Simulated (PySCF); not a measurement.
C2H2F, SMILES F[C]=C (connectivity only; charge and spin as stated), charge +1, multiplicity 1.

Geometry: PBE-D3(BJ)/def2-TZVP. The multiplicity is an assumed one; other spin states were not compared. The isomer is the one that the SMILES or the coordinates give; other isomers of the formula were not compared.

Two levels are set side by side: TDDFT-PBE/def2-SVPD (PySCF) and ADC(2)/aug-cc-pVDZ (PySCF). Vertical, same geometry; the bases differ. Differences are taken from unrounded values.

| quantity | ADC(2) |
|---|---|
| lowest singlet excitation (eV) | 3.66 |

**Question.** What does TDDFT-PBE give, and how far is it from ADC(2)? (Estimate from the structure and the level; the computed values follow.)

**Answer.** 
| quantity | TDDFT-PBE | TDDFT-PBE minus ADC(2) |
|---|---|---|
| lowest singlet excitation (eV) | 3.56 | -0.10 |

Rough cost on one machine, each run with all the roots and properties that it gave: ADC(2) against TDDFT-PBE about 4 times.
